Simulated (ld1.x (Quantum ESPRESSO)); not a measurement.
## Reading a pseudo-wave (cadmium (Cd))

Columns: radius, all-electron u(r) and pseudo u(r) of the 4d shell (level -11.73 eV) of cadmium in the configuration [Kr] 4d10 5s2 5p0; PBE, scalar-relativistic, RRKJ scheme, ld1.x (Quantum ESPRESSO) 7.5.

```json
{"r (bohr)": "0.158", "all-electron": "0.4226", "pseudo": "-0.0203"}
{"r (bohr)": "0.315", "all-electron": "0.3225", "pseudo": "-0.1437"}
{"r (bohr)": "0.473", "all-electron": "-0.1937", "pseudo": "-0.3956"}
{"r (bohr)": "0.630", "all-electron": "-0.6252", "pseudo": "-0.6856"}
{"r (bohr)": "0.788", "all-electron": "-0.8640", "pseudo": "-0.8870"}
{"r (bohr)": "0.945", "all-electron": "-0.9421", "pseudo": "-0.9487"}
{"r (bohr)": "1.102", "all-electron": "-0.9237", "pseudo": "-0.9237"}
{"r (bohr)": "1.260", "all-electron": "-0.8563", "pseudo": "-0.8563"}
{"r (bohr)": "1.418", "all-electron": "-0.7692", "pseudo": "-0.7692"}
{"r (bohr)": "1.575", "all-electron": "-0.6791", "pseudo": "-0.6791"}
{"r (bohr)": "1.732", "all-electron": "-0.5932", "pseudo": "-0.5932"}
{"r (bohr)": "1.890", "all-electron": "-0.5143", "pseudo": "-0.5143"}
{"r (bohr)": "2.047", "all-electron": "-0.4445", "pseudo": "-0.4445"}
{"r (bohr)": "2.205", "all-electron": "-0.3830", "pseudo": "-0.3830"}
{"r (bohr)": "2.362", "all-electron": "-0.3299", "pseudo": "-0.3299"}
{"r (bohr)": "2.520", "all-electron": "-0.2836", "pseudo": "-0.2836"}
{"r (bohr)": "2.678", "all-electron": "-0.2437", "pseudo": "-0.2437"}
{"r (bohr)": "2.835", "all-electron": "-0.2095", "pseudo": "-0.2095"}
{"r (bohr)": "2.992", "all-electron": "-0.1802", "pseudo": "-0.1802"}
{"r (bohr)": "3.150", "all-electron": "-0.1548", "pseudo": "-0.1548"}
{"r (bohr)": "3.308", "all-electron": "-0.1329", "pseudo": "-0.1329"}
{"r (bohr)": "3.465", "all-electron": "-0.1143", "pseudo": "-0.1143"}
{"r (bohr)": "3.622", "all-electron": "-0.0983", "pseudo": "-0.0983"}
{"r (bohr)": "3.780", "all-electron": "-0.0844", "pseudo": "-0.0844"}
{"r (bohr)": "3.938", "all-electron": "-0.0726", "pseudo": "-0.0726"}
{"r (bohr)": "4.095", "all-electron": "-0.0624", "pseudo": "-0.0624"}
```

How many radial nodes do the two functions have?

The all-electron 4d function has n − l − 1 = 1; the pseudo-wave has 0, since the states of the same l below it are removed with the core.

At about which radius was the pseudo-wave matched?

1.10 bohr, where the columns begin to agree (steps of 0.16 bohr).

Is the pseudo-wave norm-conserving?

Yes: the RRKJ scheme keeps the norm inside the radius equal to the all-electron one, which fixes the energy derivative of the logarithmic derivative at the level.
